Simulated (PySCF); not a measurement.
Numbering as in the mapped SMILES `[CH3:1][CH2:2][C@H:3]1[CH2:4][Si@@H:5]([NH2:6])[CH2:7]1`. Each H is labelled by its parent atom. Ha(C4), Ha(C7) are cis to C2 on the ring; Hb(C4), Hb(C7) are trans to C2 on the ring.

Method: coordinates at the GFN2-xTB level, GIAO PBE0/pcSseg-1 shieldings, in PySCF 2.14.0 with density-fitted response routines (a single conformation, fast rotation and ring inversion assumed for equivalent nuclei, non-relativistic, no solvent model).

Problem. Predict the 2D correlation tables (HSQC, COSY, HMBC).

Solution. 

HSQC (one-bond C–H):
```tsv
δH	δC
1.91 (H(C3))	32.7 (C3)
1.55 (Hb(C4)/Hb(C7))	23.4 (C4/C7)
1.47 (H(C2))	39.8 (C2)
0.96 (H(C1))	14.3 (C1)
0.89 (Ha(C4)/Ha(C7))	23.4 (C4/C7)
```

COSY cross peaks (H two or three bonds apart, from the bond graph; peaks can be absent where the dihedral angle is near 90°):
```tsv
δH	δH
5.62 (H(Si5))	1.55 (Hb(C4)/Hb(C7))
5.62 (H(Si5))	0.89 (Ha(C4)/Ha(C7))
1.91 (H(C3))	1.55 (Hb(C4)/Hb(C7))
1.91 (H(C3))	1.47 (H(C2))
1.91 (H(C3))	0.89 (Ha(C4)/Ha(C7))
1.55 (Hb(C4)/Hb(C7))	0.89 (Ha(C4)/Ha(C7))
1.47 (H(C2))	0.96 (H(C1))
```

HMBC (two and three bonds, from the bond graph):
```tsv
δH	δC
5.62 (H(Si5))	32.7 (C3), 23.4 (C4/C7)
1.91 (H(C3))	39.8 (C2), 23.4 (C4/C7), 14.3 (C1)
1.55 (Hb(C4)/Hb(C7))	39.8 (C2), 32.7 (C3), 23.4 (C4/C7)
1.47 (H(C2))	32.7 (C3), 23.4 (C4/C7), 14.3 (C1)
0.96 (H(C1))	39.8 (C2), 32.7 (C3)
0.89 (Ha(C4)/Ha(C7))	39.8 (C2), 32.7 (C3), 23.4 (C4/C7)
```

Chemical shifts δ = σref − σ; TMS for ¹H and ¹³C, all at this level.

Short H···H contacts in this conformer between protons four or more bonds apart (candidates for NOE cross peaks, intensity ∝ r⁻⁶): H(C2)···Ha(C7) 2.43 Å, H(C1)···H(C3) 2.53 Å, H(C1)···Ha(C7) 2.59 Å.

OH/NH shifts are gas-phase values; hydrogen bonding in solution moves them, usually downfield. Shifts are as computed. Against solution values, carbons near 30 ppm lie about +3 ppm off and those near 130 ppm about +5 ppm. Of 1211 compounds with measured shifts, 218 miss one by over three times the rms of a fit or turn the order of signals round; such compounds aren't used in these exercises.
